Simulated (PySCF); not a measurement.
HfCl2I2, SMILES [Cl][Hf]([Cl])([I])[I], multiplicity 1. Atoms are numbered in the order given.

```xyz
5

Hf     0.0000     0.0000     0.5669
Cl     0.0000     1.9130     1.9053
Cl     0.0000    -1.9130     1.9053
I     -2.1986     0.0000    -0.9962
I      2.1986     0.0000    -0.9962
```

The structure is a stationary point at PBE-D3(BJ)/def2-SVP. The multiplicity is an assumed one; no other spin state was optimised. The structure was generated by enumeration; whether it is a known compound was not checked. The def2 effective core potentials stand for the cores of Hf, I; spin–orbit coupling is left out.

Computed with r2SCAN/def2-TZVP run with PySCF.

The molecule is in vacuum.

- total energy: -1564.37763 hartree
- point group: C2v
- highest occupied level: -7.33 eV
- lowest empty level: -3.16 eV
- orbital gap: 4.17 eV
- dipole moment: 0.51 D
- quadrupole, principal values (traceless, Buckingham form, about the centre of nuclear charge): -2.71, -0.44, 3.14 D·Å
- mean static polarisability: 133.1 bohr³ (19.73 Å³)
- polarisability, principal values: 114.7, 130.1, 154.6 bohr³
